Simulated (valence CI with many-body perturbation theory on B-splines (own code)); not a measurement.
## Level structure of Nb28+

Level of theory: valence CI with perturbative core correlation (CI+MBPT): three valence electrons over a frozen Dirac-Fock core [Ne], radial functions for each j: 11 s, 11 p, 10 d, 8 f, 5 g, 2 h, with the one-electron correlation potential Σ1 (screened to all orders), the two-electron term Σ2, the three-electron term Σ3, Breit, model QED; selected single and double excitations, second order for the rest, scaled by the run's own slope (own B-spline code, finite nucleus).

No measured spectrum was set against this ion. As an estimate, large intervals hold to a few tenths of a per cent, small ones and those within an open d or f shell to about a per cent.

Levels 91 to 135 of 153, with energies above the lowest level, 3s2 3p 2P°_1/2. "Leading %" is the weight of the configuration and term that name the level; weights of strongly mixed levels are sums over their largest components and can fall short, so below about 35 % the name and the second component can differ from the true leading terms, or belong to a minority configuration. In the jj column 3d3/2^4 stands for four electrons in 3d with j = 3/2. Lifetimes count E1, E2, E3, M1 and M2 decay at the calculated energies, and are blank where another channel may lead or the interval is too uncertain; long ones can be off by a factor of two.

```tsv
No.	Configuration	Term	J	E (eV)	Leading %	Lifetime	Second component	Leading jj
91	3p 3d2	4D°	1/2	390.46	37	8.90 ps	28 % 3p 3d2 2S°	3p1/2 3d3/2^2 (70 %)
92	3p 3d2	4F°	3/2	392.78	42	6.35 ps	28 % 3p 3d2 4D°	3p1/2 3d3/2^2 (61 %)
93	3p 3d2	4D°	7/2	394.56	42	9.55 ps	30 % 3p 3d2 2F°	3p1/2 3d5/2^2 (74 %)
94	3p 3d2	4F°	5/2	396.58	46	7.09 ps	21 % 3p 3d2 2F°	3p1/2 3d3/2 3d5/2 (60 %)
95	3p 3d2	2H°	9/2	396.89	57	19.4 ps	22 % 3p 3d2 2G°	3p1/2 3d3/2 3d5/2 (50 %)
96	3p 3d2	4D°	5/2	397.68	39	11.3 ps	18 % 3p 3d2 2F°	3p1/2 3d5/2^2 (56 %)
97	3p 3d2	2D°	3/2	399.58	44	9.10 ps	35 % 3p 3d2 4D°	3p1/2 3d5/2^2 (40 %)
98	3p 3d2	2G°	7/2	399.79	62	9.68 ps	22 % 3p 3d2 2F°	3p1/2 3d3/2 3d5/2 (57 %)
99	3p 3d2	4P°	3/2	401.41	63	7.52 ps	18 % 3p 3d2 4S°	3p1/2 3d3/2 3d5/2 (46 %)
100	3p 3d2	4G°	11/2	402.87	99	18.4 ps		3p3/2 3d5/2^2 (70 %)
101	3p 3d2	4F°	9/2	407.97	60	7.65 ps	18 % 3p 3d2 4G°	3p3/2 3d3/2 3d5/2 (73 %)
102	3p 3d2	2F°	7/2	408.04	39	8.06 ps	37 % 3p 3d2 4F°	3p3/2 3d3/2 3d5/2 (84 %)
103	3p 3d2	2P°	3/2	409.77	38	4.73 ps	24 % 3p 3d2 4F°	3p3/2 3d3/2^2 (79 %)
104	3p 3d2	2D°	5/2	410.49	48	8.17 ps	38 % 3p 3d2 4D°	3p3/2 3d3/2 3d5/2 (48 %)
105	3p 3d2	4D°	7/2	411.64	51	7.39 ps	22 % 3p 3d2 4F°	3p3/2 3d3/2 3d5/2 (42 %)
106	3p 3d2	4D°	1/2	411.78	48	5.36 ps	19 % 3p 3d2 4P°	3p3/2 3d3/2^2 (66 %)
107	3p 3d2	4D°	5/2	411.86	51	5.87 ps	25 % 3p 3d2 4F°	3p3/2 3d3/2 3d5/2 (56 %)
108	3p 3d2	2S°	1/2	413.46	39	6.10 ps	28 % 3p 3d2 4D°	3p3/2 3d3/2 3d5/2 (72 %)
109	3p 3d2	4D°	7/2	414.90	89	6.13 ps		3p3/2 3d3/2 3d5/2 (47 %)
110	3p 3d2	4D°	3/2	415.22	71	5.05 ps	13 % 3p 3d2 2D°	3p3/2 3d3/2 3d5/2 (76 %)
111	3p 3d2	4P°	5/2	416.12	68	7.71 ps	13 % 3p 3d2 4D°	3p3/2 3d5/2^2 (48 %)
112	3p 3d2	2P°	1/2	416.21	71	6.62 ps	26 % 3p 3d2 4D°	3p1/2 3d5/2^2 (51 %)
113	3p 3d2	2G°	9/2	417.30	54	9.60 ps	23 % 3p 3d2 4F°	3p3/2 3d5/2^2 (81 %)
114	3p 3d2	2H°	11/2	419.92	99	15.4 ps		3p3/2 3d3/2 3d5/2 (70 %)
115	3p 3d2	2F°	5/2	420.14	67	5.36 ps	19 % 3p 3d2 4D°	3p3/2 3d3/2 3d5/2 (72 %)
116	3p 3d2	4S°	3/2	420.97	71	4.07 ps	22 % 3p 3d2 4P°	3p3/2 3d3/2 3d5/2 (46 %)
117	3p 3d2	2F°	7/2	424.24	67	7.62 ps	29 % 3p 3d2 2G°	3p3/2 3d3/2 3d5/2 (47 %)
118	3p 3d2	2P°	1/2	426.72	93	6.09 ps		3p3/2 3d5/2^2 (59 %)
119	3p 3d2	2D°	3/2	426.77	62	5.09 ps	25 % 3p 3d2 2P°	3p3/2 3d3/2 3d5/2 (69 %)
120	3p 3d2	2F°	7/2	428.18	55	4.97 ps	33 % 3p 3d2 2G°	3p3/2 3d3/2^2 (37 %)
121	3p 3d2	2D°	5/2	430.72	82	4.79 ps	9 % 3p 3d2 2F°	3p3/2 3d3/2 3d5/2 (39 %)
122	3p 3d2	2G°	9/2	433.54	93	5.29 ps		3p3/2 3d3/2 3d5/2 (75 %)
123	3p 3d2	2F°	5/2	435.72	97	6.10 ps		3p3/2 3d3/2 3d5/2 (79 %)
124	3p 3d2	2P°	3/2	437.40	83	8.11 ps		3p3/2 3d5/2^2 (85 %)
125	3p 3d2	2G°	7/2	438.82	51	5.55 ps	38 % 3p 3d2 2F°	3p3/2 3d5/2^2 (61 %)
126	3p 3d2	2D°	3/2	441.03	74	4.13 ps	15 % 3p 3d2 2P°	3p3/2 3d3/2 3d5/2 (47 %)
127	3p 3d2	2D°	5/2	442.61	91	4.91 ps		3p3/2 3d5/2^2 (45 %)
128	3p 3d2	2P°	1/2	446.24	96	3.96 ps		3p3/2 3d3/2 3d5/2 (68 %)
129	3p 3d2	2P°	3/2	450.34	76	4.04 ps	17 % 3p 3d2 2D°	3p3/2 3d5/2^2 (62 %)
130	3d3	4F	3/2	511.44	92	4.64 ps	7 % 3d3 2D	3d3/2^3 (58 %)
131	3d3	4F	5/2	513.54	97	5.03 ps		3d3/2^2 3d5/2 (86 %)
132	3d3	4F	7/2	515.56	93	5.42 ps	6 % 3d3 2G	3d3/2 3d5/2^2 (58 %)
133	3d3	4F	9/2	517.22	77	5.78 ps	19 % 3d3 2G	3d3/2^2 3d5/2 (44 %)
134	3d3	4P	3/2	520.84	63	4.32 ps	25 % 3d3 2P	3d3/2^2 3d5/2 (69 %)
135	3d3	4P	1/2	521.50	85	4.46 ps	15 % 3d3 2P	3d3/2^2 3d5/2 (87 %)
```

Names give the largest LS component (configuration and term), which can be under half, so a name can repeat, a term be missing and a line seem to break the LS rules; names also repeat where a configuration has a term twice.
